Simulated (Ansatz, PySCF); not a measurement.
Gas-phase reaction (SMILES): OB(O)O[Si](O)(O)O + Cl (HCl) -> OB(O)Cl [chloroboronic acid] + O[Si](O)(O)O [silicic acid]; hydrogen chloride cleaves one B-O bond, a model of a ligand-exchange step.

Geometries: B3LYP-D3(BJ)/def2-TZVP minima from Ansatz (an electronic-structure program), one conformer each, not searched for the lowest. Cores are frozen in the correlated levels unless marked. Spin-orbit coupling is left out. No relativistic terms. CBS(X,Y): correlation extrapolated as X^-3; Hartree-Fock from the larger set. [CCSD(T)-MP2]/basis is that difference in the basis named. Thermal terms are rigid-rotor harmonic-oscillator values from B3LYP-D3(BJ) frequencies (Ansatz or PySCF) at 298.15 K and 1 atm. 1 Eh = 627.5095 kcal/mol.

| species | E, RI-MP2/CBS(aug-cc-pV(T+d)Z,aug-cc-pV(Q+d)Z)+[CCSD(T)-MP2]/aug-cc-pV(T+d)Z (Ansatz) (Eh) | E, PBE-D3(BJ)/def2-TZVPD (Ansatz + dftd3) (Eh) | H - E (Eh) |
|---|---|---|---|
| OB(O)O[Si](O)(O)O | -768.31809 | -768.65086 | 0.09418 |
| Cl (HCl) | -460.37874 | -460.62865 | 0.01000 |
| OB(O)Cl | -636.27023 | -636.55999 | 0.04002 |
| O[Si](O)(O)O | -592.40587 | -592.70290 | 0.06559 |

**Question.** Work out ΔE and ΔH at 298.15 K at the first level, then ΔH at the second.

**Answer.** 
1. ΔE = [(-636.27023) + (-592.40587)] - [(-768.31809) + (-460.37874)] = 0.02073 Eh = 13.0 kcal/mol at RI-MP2/CBS(aug-cc-pV(T+d)Z,aug-cc-pV(Q+d)Z)+[CCSD(T)-MP2]/aug-cc-pV(T+d)Z.
2. The terms H - E add up to 0.00143 Eh, so ΔH = (0.02073 + (0.00143))×627.5095 = 13.9 kcal/mol.
3. At PBE-D3(BJ)/def2-TZVPD the same steps give ΔE = 10.4 and ΔH = 11.3 kcal/mol, a shift of -2.6 from the first level.
4. These values are not checked against measurement here, since the tables used lack a sound gas-phase enthalpy of formation for at least one species.
